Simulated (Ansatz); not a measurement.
Ga3N3H12, a cluster cut from zinc blende GaN (hydrogen-capped). Charge 0, multiplicity 1. Geometry PBE0-D4/def2-SVP.

```xyz
18

Ga    0.826   -1.134    1.481
Ga   -2.024   -0.073   -0.245
Ga    1.145    0.413   -1.637
N     1.806    0.098    0.234
N    -0.733    1.043   -1.304
N    -1.019   -0.339    1.474
H     1.420   -0.879    2.924
H     0.746   -2.547    0.802
H    -3.253    0.862    0.094
H    -2.151   -1.469   -0.952
H     1.945    1.658   -2.192
H     1.068   -0.976   -2.363
H     1.990    0.991    0.696
H     2.735   -0.316    0.124
H    -0.724    2.001   -0.949
H    -1.154    1.132   -2.232
H    -1.031    0.522    2.024
H    -1.592   -0.986    2.022
```

LC-ωPBE has ω = 0.4 bohr⁻¹. Another isomer (singlet) lies 0.14 eV lower at PBE0-D4/def2-TZVP; other spin states weren't run for this one.

(1) Estimate the orbital energies around the gap (eV) in Ansatz with HF/STO-3G, PBE-D4/def2-SVP, PBE0-D4/def2-TZVP, r2SCAN0-D4/def2-TZVP, LC-ωPBE/def2-TZVP.

Results:

(1) 
```tsv
orbital	HF/STO-3G	PBE-D4/def2-SVP	PBE0-D4/def2-TZVP	r2SCAN0-D4/def2-TZVP	LC-ωPBE/def2-TZVP
HOMO−5	-6.27	-8.22	-9.68	-9.91	-12.54
HOMO−4	-6.21	-7.07	-8.43	-8.66	-11.23
HOMO−3	-6.21	-7.07	-8.43	-8.66	-11.23
HOMO−2	-6.17	-6.73	-8.07	-8.28	-10.88
HOMO−1	-6.03	-6.41	-7.71	-7.92	-10.45
HOMO	-6.03	-6.41	-7.71	-7.92	-10.45
LUMO	9.84	-0.48	0.00	0.31	2.08
LUMO+1	10.04	-0.47	0.05	0.33	2.08
LUMO+2	10.04	-0.42	0.05	0.33	2.09
LUMO+3	12.96	1.08	1.38	1.71	3.35
LUMO+4	13.46	1.32	1.74	2.12	3.59
LUMO+5	13.46	1.32	1.74	2.12	3.59
```
